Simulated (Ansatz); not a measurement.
Molecule: sum formula SiClF2, charge 1, multiplicity 1. 
Structure (B3LYP-D3(BJ)/def2-TZVP (Ansatz, a program for electronic structure) minimum search):
```xyz
4

Si    -0.3229     0.1794     0.0275
F     -1.6642    -0.5605     0.0604
F     -0.3995     1.7072     0.1153
Cl     1.3585    -0.7549    -0.1156
```
Charge +1, spin multiplicity 1.

Basis-set convergence of Hartree-Fock and CCSD(T) correlation energies (hartree) with Ansatz. Correlated levels leave the core frozen unless marked. Spin-orbit coupling is left out. Non-relativistic.

| basis | functions | E(HF) | E(corr, CCSD(T)) |
|---|---|---|---|
| aug-cc-pV(D+d)Z | 110 | -947.17960 | -0.66350 |
| aug-cc-pV(T+d)Z | 202 | … | … |

What belongs in the gaps?


- aug-cc-pV(T+d)Z, E(HF): -947.27759
- aug-cc-pV(T+d)Z, E(corr, CCSD(T)): -0.83751
